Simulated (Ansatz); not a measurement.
CaF (SMILES [F][Ca]), doublet, geometry from GFN2-xTB (such geometries of metal compounds can be far from the true shape) (the spin is typed, not shown lowest). Base run: PBE/6-311G** (Ansatz, a quantum-chemistry and plane-wave program).

Geometry (Å):
```xyz
2

Ca     0.0000     0.0000    -0.5753
F      0.0000     0.0000     1.2784
```
Charge 0, spin multiplicity 2.
Orbitals are unrestricted.
All else is at Ansatz's defaults.

Each row names what was changed in the base input (with any setting that the change needs).

| change | basis functions | E (Eh) |
|---|---|---|
| base | 57 | -777.18813 |
| basis = ANO-RCC-VDZP; relativity = none | 36 | -776.16952 |
| basis = x2c-TZVPall; relativity = spin-free X2C; nucleus = Gaussian | 67 | -780.19386 |
| basis = x2c-SVPall; relativity = spin-free X2C | 38 | -779.96706 |
| basis = ANO-RCC-VDZP; relativity = spin-free X2C; nucleus = Gaussian | 36 | -780.17282 |
| basis = ANO-RCC-VDZP; relativity = spin-free X2C | 36 | -780.17398 |
| basis = x2c-TZVPall; relativity = spin-free X2C | 67 | -780.19489 |
| basis = x2c-SVPall; relativity = spin-free X2C; nucleus = Gaussian | 38 | -779.96608 |
| basis = x2c-TZVPall; relativity = none | 67 | -776.55488 |
| basis = x2c-SVPall; relativity = none | 38 | -776.44225 |

Total energies compare only within one method and basis.

Ansatz warned in this series: the basis is contracted for relativity, which the run leaves out.

Basis sets contracted for a relativistic Hamiltonian are a mismatch without it, so the rows without relativity aren't non-relativistic limits. No row has spin-orbit coupling; sets with core potentials leave out the core electrons.
